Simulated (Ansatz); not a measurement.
Species: C2HCl4, charge 0, multiplicity 2. It need not be the lowest isomer of its formula. 
Coordinates optimised at B3LYP-D3(BJ)/def2-TZVP (Ansatz, a quantum-chemistry and plane-wave program):
```xyz
7

C     -0.5895     0.0748    -0.4989
C      0.8314    -0.1655    -0.1959
Cl     1.0336    -1.2712     1.2423
Cl     1.7236     1.3556     0.0735
Cl    -1.3665    -1.0332    -1.5413
Cl    -1.5530     1.0208     0.5308
H      1.3073    -0.6803    -1.0216
```
Charge 0, spin multiplicity 2.

Computed values are from Ansatz. Correlated levels leave the core frozen unless marked. UHF or UKS for open shells. Spin-orbit coupling is left out. No relativistic terms. Basis-set limits of correlation are two-point, X^-3; Hartree-Fock from the larger set. [CCSD(T)-MP2]/basis is that difference in the basis named.

Problem. What is the total energy at RI-MP2/CBS(cc-pV(T+d)Z,cc-pV(Q+d)Z)+[CCSD(T)-MP2]/cc-pV(T+d)Z?

Solution. -1915.7325 Eh.

Problem. What is the dipole moment at wB97M-V/def2-TZVPD?

Solution. 1.20 D.

Problem. What is the T1 diagnostic at CCSD/cc-pV(T+d)Z?

Solution. 0.014.

Problem. What is the atomisation energy De at RI-MP2/CBS(cc-pV(T+d)Z,cc-pV(Q+d)Z)+[CCSD(T)-MP2]/cc-pV(T+d)Z?

Solution. 517.2 kcal/mol.
